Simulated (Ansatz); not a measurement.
Geometry optimisation, RKS B3LYP/def2-SVP (Ansatz).

Input:

```yaml
crystal:
  periodic: [false, false, false]
  atoms:
    - { symbol: Sn, position_ang: [-1.183905, 0.670771, -2.284292] }
    - { symbol: Si, position_ang: [0.535618, 0.438827, 1.059779] }
    - { symbol: O, position_ang: [-0.178151, 1.136915, -0.171018] }
    - { symbol: H, position_ang: [1.025611, -0.743246, 0.20929] }
    - { symbol: Cl, position_ang: [-3.385973, 0.209803, -1.343123] }
    - { symbol: Cl, position_ang: [-0.066792, -1.564078, -1.774693] }
    - { symbol: H, position_ang: [1.728045, 1.06652, 1.682611] }
    - { symbol: H, position_ang: [-0.197418, -0.40548, 2.034713] }
    - { symbol: H, position_ang: [1.723065, -0.810032, 0.586833] }
basis:
  gaussian: { orbitals: def2-SVP }
hamiltonian:
  xc: b3lyp
relax:
  f_tol: 0.03
  max_steps: 50
```

Launched with:

```bash
$ ansatz run input.yaml --threads 2 --pin off --max-ram 3072MiB --backend cpu --events-out ev --progress --plain --runs-dir out
```

Where does it end, and by what steps?

The run converged. The force dipped under the threshold on the way, but the program's further checks kept it going. After 27 steps the energy has fallen by 1.467 eV; H4 moved furthest, 1.35 Å. Parted: Si2–H4 (1.54 → 2.89 Å), H4–H9 (0.80 → 1.86 Å). Joined: H4–Cl6 (2.41 → 1.31 Å).

```tsv
step	energy less start (eV)	largest force component (eV/Å)	accepted
0	0.0000	2.749	yes
1	-0.4566	1.416	yes
2	-0.7432	0.525	yes
3	-0.8212	0.584	yes
4	-0.8679	0.488	yes
5	-0.9189	0.620	yes
6	-1.0329	0.990	yes
7	-1.1152	1.178	yes
8	-1.2244	1.188	yes
9	-1.3085	1.675	yes
10	-1.3835	0.432	yes
11	-1.3824	0.503	no
12	-1.4199	0.143	yes
13	-1.4382	0.065	yes
14	-1.4480	0.038	yes
15	-1.4466	0.361	no
16	-1.4522	0.051	yes
17	-1.4550	0.202	yes
18	-1.4570	0.078	yes
19	-1.4583	0.214	yes
20	-1.4614	0.102	yes
21	-1.4640	0.118	yes
22	-1.4647	0.227	yes
23	-1.4663	0.083	yes
24	-1.4665	0.043	yes
25	-1.4669	0.027	yes
26	-1.4668	0.108	no
27	-1.4671	0.023	yes
```

```xyz
9
Properties=species:S:1:pos:R:3
Sn -1.140 0.971 -1.877
Si 0.468 0.524 1.142
O 0.089 1.253 -0.290
H 0.806 -1.522 -0.870
Cl -2.781 -0.387 -0.700
Cl 0.699 -1.611 -2.168
H 1.709 1.125 1.710
H -0.620 0.586 2.158
H 0.769 -0.939 0.895
```

Whether the end is a true minimum wasn't checked by a vibrational analysis.

Time of the run: 82 s on 2 threads of AMD EPYC 9R14 (Zen 4), with other jobs on the host, peak memory 0.34 GiB.
